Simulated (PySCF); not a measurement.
# Two-photon absorption: `N#Cc1cc[n+]([O-])cc1`, C6H4N2O

Molfile (atoms numbered from 1):
```
C6H4N2O
     RDKit          3D

 13 13  0  0  0  0  0  0  0  0999 V2000
    3.8660   -0.3180   -0.2933 N   0  0  0  0  0  0  0  0  0  0  0  0
    2.7204   -0.1369   -0.2697 C   0  0  0  0  0  0  0  0  0  0  0  0
    1.3120    0.0855   -0.2409 C   0  0  0  0  0  0  0  0  0  0  0  0
    0.4044   -0.9850   -0.2218 C   0  0  0  0  0  0  0  0  0  0  0  0
   -0.9510   -0.7507   -0.1940 C   0  0  0  0  0  0  0  0  0  0  0  0
   -1.4633    0.5243   -0.1840 N   0  0  0  0  0  0  0  0  0  0  0  0
   -2.6907    0.7175   -0.1587 O   0  0  0  0  0  0  0  0  0  0  0  0
   -0.5829    1.5790   -0.2026 C   0  0  0  0  0  0  0  0  0  0  0  0
    0.7788    1.3838   -0.2306 C   0  0  0  0  0  0  0  0  0  0  0  0
    0.7603   -2.0162   -0.2286 H   0  0  0  0  0  0  0  0  0  0  0  0
   -1.7151   -1.5267   -0.1779 H   0  0  0  0  0  0  0  0  0  0  0  0
   -1.0703    2.5529   -0.1930 H   0  0  0  0  0  0  0  0  0  0  0  0
    1.4353    2.2549   -0.2445 H   0  0  0  0  0  0  0  0  0  0  0  0
  1  2  3  0
  2  3  1  0
  3  4  2  0
  4  5  1  0
  5  6  2  0
  6  7  1  0
  6  8  1  0
  8  9  2  0
  9  3  1  0
  4 10  1  0
  5 11  1  0
  8 12  1  0
  9 13  1  0
M  CHG  2   6   1   7  -1
M  END
```

Level of theory: TDDFT CAM-B3LYP/aug-cc-pVDZ excited states, vertical, gas phase in PySCF 2.14.0. Geometry: PBE0-D3(BJ)/def2-SVP.

(1) Give the one- and two-photon strengths of the lowest singlets.

Results:

(1) δ for parallel linear polarisation; σ at the peak of a Lorentzian of half width 0.1 eV, single beam; Ω is circular over linear.
| state | E (eV) | f | photon λ (nm) | δ (au) | σ (GM) | Ω | main |
| --- | --- | --- | --- | --- | --- | --- | --- |
| S1 | 4.18 | 0.000 | 593 | 0.1 | 0.00 | 1.50 | HOMO−1→LUMO 0.94 |
| S2 | 4.43 | 0.010 | 560 | 1.94 | 0.01 | 1.50 | HOMO→LUMO+1 0.84, HOMO−2→LUMO 0.14 |
| S3 | 4.52 | 0.405 | 548 | 26.2 | 0.20 | 0.74 | HOMO→LUMO 0.94 |
| S4 | 5.79 | 0.001 | 428 | 0.35 | 0.00 | 1.50 | HOMO−1→LUMO+1 0.99 |
| S5 | 5.90 | 0.216 | 420 | 0.58 | 0.01 | 1.50 | HOMO−2→LUMO 0.82, HOMO→LUMO+1 0.14 |
| S6 | 5.98 | 0.000 | 414 | 79.8 | 1.05 | 1.50 | HOMO→LUMO+2 0.89 |

Among these, the strongest one-photon state is S3, the strongest two-photon state S6, with a dipole change of 0.0 D (relaxed, norm of the difference vector).
